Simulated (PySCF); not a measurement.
A mixed set of molecules.

All values: wB97X-D/def2-SVPD (PySCF) at PBE0-D3(BJ)/def2-SVP geometries, gas phase, one conformer each. Core orbitals are frozen in the response; Δα² is half the sum of the squared differences of the principal polarisabilities. Atoms past krypton carry effective core potentials. The calculation is non-relativistic apart from the core potentials, for bromine too.

(1) Rank by dipole moment, lowest first.
A. `BBr`
B. SnHF3, `[H][Sn]([F])([F])[F]`
C. `C[P+](C)(C)[Al-]([Br])([Br])[Br]` ([AlBr3(PMe3)])
D. `[CH3:1][O:2][B:3]([BH:4][NH2:5])[O:6][CH3:7]` with C1–O2–B3–B4 179°, O2–B3–B4–N5 -1°, O2–B3–O6–C7 180°

(2) Rank by polarisability anisotropy Δα, lowest first.
A. `BBr`
B. `[CH3:1][O:2][B:3]([BH:4][NH2:5])[O:6][CH3:7]` with C1–O2–B3–B4 179°, O2–B3–B4–N5 -1°, O2–B3–O6–C7 180°
C. `C[P+](C)(C)[Al-]([Br])([Br])[Br]` ([AlBr3(PMe3)])

(3) Rank by HOMO energy, highest first.
A. `BBr` (BBrH2)
B. `[H][Sn]([F])([F])[F]` (F3HSn)
C. `COB(BN)OC` (C2H9B2NO2)

Answers

(1) D (0.30 D), A (0.63 D), B (3.56 D), C (7.46 D).

(2) C (0.14 Å³), A (2.25 Å³), B (3.64 Å³).

(3) C (-9.56 eV), A (-10.11 eV), B (-13.13 eV).

All values together:

```tsv
SMILES	formula	μ (D)	HOMO (eV)	LUMO (eV)	α (Å³)	Δα (Å³)	electrons	α per electron (Å³)	ΔSCF removal energy (eV)
BBr	BBrH2	0.63	-10.11	-0.13	5.49	2.25	42	0.131	10.85
[H][Sn]([F])([F])[F]	F3HSn	3.56	-13.13	-0.75	5.14	0.23	78	0.066	13.80
COB(BN)OC	C2H9B2NO2	0.30	-9.56	1.19	10.48	3.64	54	0.194	9.83
C[P+](C)(C)[Al-]([Br])([Br])[Br]	C3H9AlBr3P	7.46	-9.60	1.14	22.10	0.14	160	0.138	–
```

Conformers: `[CH3:1][O:2][B:3]([BH:4][NH2:5])[O:6][CH3:7]` with C1–O2–B3–B4 179°, O2–B3–B4–N5 -1°, O2–B3–O6–C7 180°.

A dash marks a removal energy that wasn't run or isn't settled.
